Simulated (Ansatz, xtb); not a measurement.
## Relative energy of two isomers of C6H6ClFO

We compare a, `C[C@@]1(F)C(=O)C=C[C@H]1Cl`, a singlet, with b, `C[C@@]1(F)C(=O)C=C[C@@H]1Cl`, a singlet. Both are isolated molecules in the gas phase, relaxed with B3LYP/def2-SVP; the shapes shown needn't be the lowest conformers.

a (Å):

```xyz
15

C    -0.2371   -2.0401   -0.7436
C     0.2172   -0.6953   -0.2129
C     1.3218   -0.0854   -1.1326
C     0.7872    1.1730   -1.6968
C    -0.4154    1.4443   -1.1603
C    -0.8427    0.4332   -0.1329
Cl   -2.5695   -0.0632   -0.4060
F     0.7655   -0.8832    1.0499
O     2.3969   -0.5960   -1.3270
H    -0.9718   -2.4861   -0.0586
H    -0.6991   -1.9423   -1.7364
H     0.6462   -2.6909   -0.8190
H     1.3266    1.7702   -2.4335
H    -1.0459    2.3038   -1.3983
H    -0.8218    0.8527    0.8832
```

b (Å):

```xyz
15

C     0.3710   -1.3039    1.6790
C     0.0699   -0.1528    0.7500
C     1.2922    0.7701    0.4428
C     1.1479    1.2192   -0.9609
C     0.1761    0.5164   -1.5690
C    -0.4393   -0.5211   -0.6662
Cl   -2.2374   -0.5763   -0.8001
F    -0.8536    0.6876    1.3612
O     2.1566    1.0498    1.2364
H    -0.5552   -1.8520    1.9077
H     1.0974   -1.9977    1.2286
H     0.8017   -0.9093    2.6104
H     1.7814    1.9862   -1.4086
H    -0.1353    0.6168   -2.6112
H    -0.0960   -1.5278   -0.9494
```

Q: Estimate which is lower in electronic energy at CCSD(T)/def2-SVP + ΔMP2/def2-TZVPP, and by roughly how much.

A: Too close to call at this level: CCSD(T)/def2-SVP + ΔMP2/def2-TZVPP gives E(b) − E(a) = +0.069 eV.

How the difference moves with the method:

```json
{"level": "GFN2-xTB", "geometry": "GFN2-xTB", "E(b) − E(a) (eV)": "+0.114", "departure from the last row (eV)": "+0.045", "job, with rough time for the two": "optimisation, 0.23 s"}
{"level": "HF/STO-3G", "geometry": "GFN2-xTB", "E(b) − E(a) (eV)": "+0.005", "departure from the last row (eV)": "−0.064", "job, with rough time for the two": "single point, 0.6 s"}
{"level": "r2SCAN-D4/def2-SVP", "geometry": "GFN2-xTB", "E(b) − E(a) (eV)": "+0.064", "departure from the last row (eV)": "−0.005", "job, with rough time for the two": "single point, 5.5 s"}
{"level": "B3LYP/def2-SVP", "geometry": "B3LYP/def2-SVP", "E(b) − E(a) (eV)": "+0.068", "departure from the last row (eV)": "−0.001", "job, with rough time for the two": "optimisation, 1.8 min"}
{"level": "HF/def2-SVP", "geometry": "B3LYP/def2-SVP", "E(b) − E(a) (eV)": "+0.054", "departure from the last row (eV)": "−0.015", "job, with rough time for the two": "part of the CCSD(T) run"}
{"level": "MP2/def2-SVP", "geometry": "B3LYP/def2-SVP", "E(b) − E(a) (eV)": "+0.060", "departure from the last row (eV)": "−0.009", "job, with rough time for the two": "part of the CCSD(T) run"}
{"level": "CCSD(T)/def2-SVP", "geometry": "B3LYP/def2-SVP", "E(b) − E(a) (eV)": "+0.054", "departure from the last row (eV)": "−0.015", "job, with rough time for the two": "single point"}
{"level": "CCSD(T)/def2-SVP + ΔMP2/def2-TZVPP", "geometry": "B3LYP/def2-SVP", "E(b) − E(a) (eV)": "+0.069", "departure from the last row (eV)": "", "job, with rough time for the two": "single point, 3 min"}
```

As drawn, both hold the same kinds of bond in the same numbers.

HF/STO-3G finds them nearly level. The largest departure from CCSD(T)/def2-SVP + ΔMP2/def2-TZVPP is that of HF/STO-3G, 0.064 eV. The last row adds to CCSD(T) the change of the MP2 difference between the two basis sets, here +0.015 eV.

With thermal terms from frequencies at re-optimised GFN2-xTB minima (ideal gas, soft modes damped towards free rotors, one conformer each, 298.15 K, 1 atm): on the last row, ΔE + ΔZPE = +0.064, ΔH = +0.068, ΔG = +0.059 eV.

The correlated steps freeze 13 core orbitals. Programs: Ansatz 0.2.0, xtb 6.7.1; the last row on 4 threads of Arm Neoverse V1 on a shared host.
